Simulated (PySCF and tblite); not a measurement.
Computed ¹H and ¹³C shifts (ppm) of 4 molecules with 5 carbons each, averaged over conformers at 298.15 K: GIAO PBE0/pcSseg-1 (IEF-PCM, chloroform) on PBE0-D3(BJ)/def2-SVP geometries, unscaled, against TMS (¹H), TMS (¹³C) at the same level; H on other atoms than carbon is left out (PySCF, tblite).

P. ¹H: 3.67 (3H), 2.35 (1H), 1.13 (6H) ¹³C: 184.9 (1C), 52.8 (1C), 36.6 (1C), 20.7 (2C)
Q. ¹H: 1.23 (9H) ¹³C: 185.8 (1C), 39.4 (1C), 29.0 (3C)
R. ¹H: 1.22 (4H), 1.10 (2H), 0.96 (6H) ¹³C: 37.0 (1C), 25.8 (2C), 16.1 (2C)
S. ¹H: 4.14 (2H), 0.92 (9H) ¹³C: 94.5 (1C), 33.1 (1C), 26.8 (3C)

The molecules:
1. C₅H₁₀O₂, SMILES CC(C)(C)C(=O)O
2. C₅H₁₀O₂, SMILES COC(=O)C(C)C
3. (CH3)3CCH2F, C5H11F, SMILES CC(C)(C)CF
4. C₅H₁₂, SMILES CCCCC

Problem. Which spectrum belongs to which molecule?

Solution. P is 2; Q is 1; R is 4; S is 3.

Assigned:
1. [CH3:1][C:2]([CH3:3])([CH3:4])[C:5](=[O:6])[OH:7]: ¹³C: 185.8 (C5), 39.4 (C2), 29.0 (C1/C3/C4) ppm.
2. [CH3:1][O:2][C:3](=[O:4])[CH:5]([CH3:6])[CH3:7]: ¹³C: 184.9 (C3), 52.8 (C1), 36.6 (C5), 20.7 (C6/C7) ppm.
3. [CH3:1][C:2]([CH3:3])([CH3:4])[CH2:5][F:6]: ¹³C: 94.5 (C5), 33.1 (C2), 26.8 (C1/C3/C4) ppm.
4. [CH3:1][CH2:2][CH2:3][CH2:4][CH3:5]: ¹³C: 37.0 (C3), 25.8 (C2/C4), 16.1 (C1/C5) ppm.

Unscaled shifts at such levels can be off by 15 ppm or more for ¹³C and 0.8 ppm for ¹H.

For scale, the study of CC(C)(C)C(=O)O took 74 s on 1 thread of Arm Neoverse V1 (shared host) (rough), launched as `OMP_NUM_THREADS=1 python ens_run.py task.json out`.
